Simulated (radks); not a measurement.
Values are calculated unless marked as measured or tabulated.
Problem. These are the eigenvalues of the occupied orbitals of an atom or ion with whole-number occupations (eV). Level of theory: scalar-relativistic Kohn-Sham, PBE, spin-polarised, spherical densities, finite nucleus; Fermi nuclear charge, rms radius of each element as measured or else 0.836 A^(1/3) + 0.57 fm (a radial shooting solver on a logarithmic mesh with Libxc functionals).

| orbital | eigenvalue |
|---|---|
| 1s down | -51871.43 |
| 1s up | -51871.43 |
| 2s up | -8614.427 |
| 2s down | -8614.392 |
| 2p up | -7657.514 |
| 2p down | -7657.491 |
| 3s up | -1925.251 |
| 3s down | -1923.346 |
| 3p up | -1630.056 |
| 3p down | -1628.159 |
| 3d up | -1245.126 |
| 3d down | -1243.677 |
| 4s up | -397.8786 |
| 4s down | -393.5263 |
| 4p up | -300.7717 |
| 4p down | -296.4537 |
| 4d up | -167.4048 |
| 4d down | -163.1246 |
| 5p up | -41.5735 |
| 5p down | -39.7821 |
| 4f up | -22.8260 |
| 4f down | -18.9700 |
| 6s up | -10.7479 |
| 6s down | -10.4549 |
| 7s up | -2.1460 |
| 7s down | -2.0996 |

Which element is it, and in what charge state? The configuration may be excited. Open shells, if any, are filled with parallel spins first.

Solution. Z = 65, terbium, charge 0: Tb in [Kr] 4d10 4f9 5p6 6s2 7s2. The list shows which subshells hold electrons but not how many an open one holds; the 1s level, -1906.2 hartree, gives Z - s = 61.7 by -(Z - s)^2/2, which with screening and relativity narrows Z to a few neighbours, and the depths of the outer levels then fix element, charge and occupations together.
